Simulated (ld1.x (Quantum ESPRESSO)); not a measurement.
**An all-electron radial function and its pseudo partner (Al)**

Columns: radius, all-electron u(r) and pseudo u(r) of the 3p shell (level -2.79 eV) of aluminium in the configuration [Ne] 3s2 3p1; LDA (PZ), scalar-relativistic, TM semilocal scheme, ld1.x (Quantum ESPRESSO) 7.5.

| r (bohr) | all-electron | pseudo |
| --- | --- | --- |
| 0.098 | 0.0727 | -0.0026 |
| 0.195 | 0.1629 | -0.0101 |
| 0.292 | 0.2110 | -0.0224 |
| 0.390 | 0.2161 | -0.0392 |
| 0.488 | 0.1895 | -0.0600 |
| 0.585 | 0.1437 | -0.0837 |
| 0.682 | 0.0869 | -0.1100 |
| 0.780 | 0.0244 | -0.1385 |
| 0.878 | -0.0394 | -0.1686 |
| 0.975 | -0.1012 | -0.1994 |
| 1.072 | -0.1600 | -0.2309 |
| 1.170 | -0.2156 | -0.2634 |
| 1.268 | -0.2666 | -0.2965 |
| 1.365 | -0.3126 | -0.3293 |
| 1.463 | -0.3543 | -0.3624 |
| 1.560 | -0.3910 | -0.3942 |
| 1.658 | -0.4236 | -0.4245 |
| 1.755 | -0.4517 | -0.4518 |
| 1.852 | -0.4757 | -0.4757 |
| 1.950 | -0.4962 | -0.4962 |
| 2.047 | -0.5130 | -0.5130 |
| 2.145 | -0.5267 | -0.5267 |
| 2.242 | -0.5372 | -0.5372 |
| 2.340 | -0.5451 | -0.5451 |
| 2.438 | -0.5504 | -0.5504 |
| 2.535 | -0.5534 | -0.5534 |

Question: How many radial nodes do the two functions have?

Answer: The all-electron 3p function has n − l − 1 = 1; the pseudo-wave has 0, since the states of the same l below it are removed with the core.

Question: At about which radius was the pseudo-wave matched?

Answer: 1.95 bohr. The columns agree to 0.0005 from 1.75 bohr on; several derivatives are matched, so the curves merge somewhat inside the radius.

Question: Is the pseudo-wave norm-conserving?

Answer: Yes: the TM semilocal scheme keeps the norm inside the radius equal to the all-electron one, which fixes the energy derivative of the logarithmic derivative at the level.
